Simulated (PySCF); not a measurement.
Species: C₄H₃NO₃.
Bonds: O1–C2 (double), C2–O3, O3–C4, C4–C5 (aromatic), C5–N6 (aromatic), N6–O7 (aromatic), O7–C8 (aromatic), C4–C8 (aromatic). Hydrogens: H9 on C2; H10 on C5; H11 on C8.

Method: PBE0-D3(BJ)/def2-SVP geometry optimisation, gas phase (PySCF).

(1) List the bond lengths, angles and torsions at this level.

Results:

(1) 
```csv
bond,length (pm)
O1=C2,119.3
C2–O3,134.3
O3–C4,136.1
C4–C5,141.9
C5–N6,130.5
N6–O7,135.8
O7–C8,133.6
C4–C8,136.7
C2–H9,110.7
C5–H10,108.9
C8–H11,108.4
```

A selection of angles:
```csv
angle,degrees
O1–C2–O3,125.4
C2–O3–C4,120.0
O3–C4–C5,123.0
O3–C4–C8,132.9
C5–C4–C8,104.1
C4–C5–N6,110.8
C5–N6–O7,106.2
N6–O7–C8,110.8
C4–C8–O7,108.1
```

Dihedral angles: O1–C2–O3–C4 0° (synperiplanar); C2–O3–C4–C5 180° (antiperiplanar).

The 5-membered ring C4–C5–N6–O7–C8 has internal angles of 104.1° to 110.8°; it is planar, 0.00 Å rms from its mean plane, widest ring torsion 0°. Of the pairs four or more bonds apart, O1···C8 is among the closest relative to their van der Waals radii: 2.76 Å, 86 % of the sum of Bondi's values. The 2 C–C bonds span 1.367 Å (C4–C8, aromatic) to 1.419 Å (C4–C5, aromatic), a spread of 0.052 Å. O7 (ring oxygen) is bent (angle 110.8°). The C–O distances run from 1.193 Å (O1=C2, drawn double) to 1.361 Å (O3–C4, drawn single), a spread of 0.168 Å. The 8 heavy atoms lie in one plane (0.001 Å rms). O3 (ester single-bonded oxygen) is bent (angle 120.0°).

Point group: Cs (every atom within 0.08 Å of its image). No frequency check. One conformer, not necessarily the lowest.

On an Arm Neoverse V1 with one thread, no GPU, on a shared host, this took 68 s of wall time. That covers the optimisation of the geometry.
